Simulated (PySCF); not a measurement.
Compound: C6H8S.
Atom-mapped SMILES: `[CH2:1]=[CH:2][C:3]#[C:4][CH2:5][S:6][CH3:7]` (hydrogens: H8, H9 on C1; H10 on C2; H11, H12 on C5; H13, H14, H15 on C7)

Geometry (GFN2-xTB, Å), atoms numbered from 1 in this order:
```
atom  x, y, z in Å
C1     1.609   -2.134    1.537
C2     1.983   -1.406    0.491
C3     1.088   -0.646   -0.289
C4     0.352   -0.009   -0.999
C5    -0.558    0.815   -1.744
S6    -0.999    2.338   -0.804
C7    -1.834    1.561    0.606
H8     0.579   -2.191    1.849
H9     2.322   -2.695    2.116
H10    3.022   -1.355    0.186
H11   -1.487    0.284   -1.965
H12   -0.104    1.172   -2.668
H13   -1.158    0.845    1.066
H14   -2.744    1.073    0.268
H15   -2.074    2.355    1.305
```

Method used: PBE0/def2-SVPD in PySCF (dipole) on a GFN2-xTB geometry, gas phase.

Masses are those of the commonest isotopes; rigid-rotor values at the optimised geometry. The values belong to one conformer with, in the numbering `[CH2:1]=[CH:2][C:3]#[C:4][CH2:5][S:6][CH3:7]`, C4–C5–S6–C7 -63°.

Problem. What are A, B and C (MHz)?

Solution. Ia = 106.15, Ib = 527.57, Ic = 596.00 u·Å²; 505379 MHz·u·Å²/I gives A = 4761, B = 957.9, C = 848.0 MHz.

Problem. Classify the top.

Solution. A near-prolate asymmetric top; Ray's κ = -0.944.

Problem. What does the inertial defect say?

Solution. Not planar: Δ = Ic − Ia − Ib = -37.73 u·Å². For a rigid frame Δ = −2 Σ m c², so Σ m c² = 18.86 u·Å² lies off the ab plane: 6.40 from hydrogen and 12.47 from heavier atoms. The atom farthest from that plane is 1.61 Å away.

Problem. Give the other two planar moments, Paa and Pbb, and the rms extents of the mass along the axes.

Solution. Paa = Σ m a² = (Ib + Ic − Ia)/2 = 508.71 and Pbb = Σ m b² = (Ia + Ic − Ib)/2 = 87.29 u·Å². With the mass M = 112.03 u, the rms extents √(P/M) along a, b and c are 2.13, 0.88, 0.41 Å.

Problem. Where do the levels up to J = 5 lie, in MHz?

Solution. Above 0(0,0):
J = 1: 1(0,1) 1806, 1(1,1) 5609, 1(1,0) 5719
J = 2: 2(0,2) 5415, 2(1,2) 9111, 2(1,1) 9440, 2(2,1) 20849, 2(2,0) 20851
J = 3: 3(0,3) 10824, 3(1,3) 14362, 3(1,2) 15022, 3(2,2) 26267, 3(2,1) 26278, 3(3,1) 45557, 3(3,0) 45557
J = 4: 4(0,4) 18024, 4(1,4) 21361, 4(1,3) 22460, 4(2,3) 33488, 4(2,2) 33524, 4(3,2) 52785, 4(3,1) 52786, 4(4,1) 79786, 4(4,0) 79786
J = 5: 5(0,5) 27006, 5(1,5) 30105, 5(1,4) 31754, 5(2,4) 42513, 5(2,3) 42595, 5(3,3) 61823, 5(3,2) 61824, 5(4,2) 88821, 5(4,1) 88821, 5(5,1) 123536, 5(5,0) 123536
The levels of one J sum to (2J + 1)J(J + 1)(A + B + C)/3.

Problem. Predict some low-J microwave lines.

Solution. The dipole components are |μa| = 0.96 D, |μb| = 0.61 D, |μc| = 1.07 D. The squared components, which scale the intensities, stand as 0.81 : 0.32 : 1.00 (a : b : c). Some lines, for components of 0.1 D or more:

```json
{"type": "a", "branch": "Q", "J(Ka,Kc)": "2(1,1) ← 2(1,2)", "MHz": "330", "lower level (cm⁻¹)": "0.304"}
{"type": "c", "branch": "Q", "J(Ka,Kc)": "3(1,3) ← 3(0,3)", "MHz": "3538", "lower level (cm⁻¹)": "0.361"}
{"type": "a", "branch": "R", "J(Ka,Kc)": "2(0,2) ← 1(0,1)", "MHz": "3609", "lower level (cm⁻¹)": "0.060"}
{"type": "a", "branch": "R", "J(Ka,Kc)": "2(1,1) ← 1(1,0)", "MHz": "3722", "lower level (cm⁻¹)": "0.191"}
{"type": "b", "branch": "Q", "J(Ka,Kc)": "2(1,1) ← 2(0,2)", "MHz": "4025", "lower level (cm⁻¹)": "0.181"}
{"type": "b", "branch": "Q", "J(Ka,Kc)": "3(1,2) ← 3(0,3)", "MHz": "4198", "lower level (cm⁻¹)": "0.361"}
{"type": "a", "branch": "R", "J(Ka,Kc)": "3(0,3) ← 2(0,2)", "MHz": "5408", "lower level (cm⁻¹)": "0.181"}
{"type": "a", "branch": "R", "J(Ka,Kc)": "3(2,1) ← 2(2,0)", "MHz": "5427", "lower level (cm⁻¹)": "0.696"}
{"type": "c", "branch": "R", "J(Ka,Kc)": "1(1,0) ← 0(0,0)", "MHz": "5719", "lower level (cm⁻¹)": "0.000"}
{"type": "b", "branch": "R", "J(Ka,Kc)": "2(1,2) ← 1(0,1)", "MHz": "7305", "lower level (cm⁻¹)": "0.060"}
{"type": "b", "branch": "R", "J(Ka,Kc)": "3(1,3) ← 2(0,2)", "MHz": "8946", "lower level (cm⁻¹)": "0.181"}
{"type": "b", "branch": "Q", "J(Ka,Kc)": "3(2,1) ← 3(1,2)", "MHz": "11257", "lower level (cm⁻¹)": "0.501"}
{"type": "b", "branch": "R", "J(Ka,Kc)": "2(2,1) ← 1(1,0)", "MHz": "15130", "lower level (cm⁻¹)": "0.191"}
{"type": "c", "branch": "R", "J(Ka,Kc)": "2(2,0) ← 1(1,0)", "MHz": "15133", "lower level (cm⁻¹)": "0.191"}
{"type": "b", "branch": "R", "J(Ka,Kc)": "2(2,0) ← 1(1,1)", "MHz": "15243", "lower level (cm⁻¹)": "0.187"}
{"type": "c", "branch": "R", "J(Ka,Kc)": "3(3,0) ← 2(2,0)", "MHz": "24706", "lower level (cm⁻¹)": "0.696"}
{"type": "b", "branch": "R", "J(Ka,Kc)": "3(3,0) ← 2(2,1)", "MHz": "24708", "lower level (cm⁻¹)": "0.695"}
```

Problem. Estimate the classical rotational partition function at 50 K, 298.15 K and 500 K.

Solution. Point group C1, symmetry number σ = 1; q = (√π/σ)·√((kT/h)³/(ABC)), k/h = 20836.6 MHz/K: 30300 at 50 K, 441000 at 298.15 K, 958000 at 500 K.

No frequency check. These are rigid-rotor constants of the computed structure; measured ground-state constants (B0) also hold zero-point vibration. A rigid rotor knows nothing of internal rotation, which can split or shift real lines.
